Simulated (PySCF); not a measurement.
CH₄Cl₂Si, SMILES Cl[SiH](Cl)C. Coordinates come from a B3LYP-D3(BJ)/def2-SVP optimisation.

Level of theory: B3LYP-D3(BJ)/def2-SVP (PySCF).

Harmonic wavenumbers (cm⁻¹): 164, 176, 187, 244, 496, 567, 678, 752, 754, 864, 901, 1276, 1426, 1428, 2269, 3035, 3132, 3139. Rotational constants (GHz): 4.252, 2.314, 1.640; symmetry number 1.

### Question
Work out the zero-point energy and the ideal-gas rigid-rotor harmonic-oscillator thermochemistry at 298.15 K and 1 atm.

### Answer
ZPE = ½ Σ hcν = ½ × 21487 cm⁻¹ = 128.52 kJ/mol. H − E(el) = 146.71 kJ/mol. Entropy in J/(mol K): translation 167.93, rotation 114.60, vibration 47.19, total 329.71. G − E(el) = 48.40 kJ/mol. Cp = 89.72 J/(mol K).
